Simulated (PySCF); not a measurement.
**Cd: excitation energy**

Cd [Kr] 4d10 5s2 (1S) → Cd [Kr] 4d10 5s1 6s1 (3S), as a difference of total energies. Computed with PySCF 2.14 in aug-cc-pVDZ-PP with ECP28MDF, with a scalar-relativistic core potential. Correlated levels: valence: 4s2 4p6 frozen. The calculations carry no spin-orbit coupling.

```csv
method,excitation energy (eV)
UHF,5.012
MP2 (valence),6.340
SCS-MP2 (valence),6.365
CCSD (valence),6.228
CCSD(T) (valence),6.317
```

Task: How much does correlation contribute at CCSD(T) (valence)?

Result: 6.317 − (5.012) = 1.305 eV, measured against UHF.

Errors of the correlated levels include the incompleteness of this basis and the frozen core.

For comparison: 6.383 eV (measured; NIST levels).
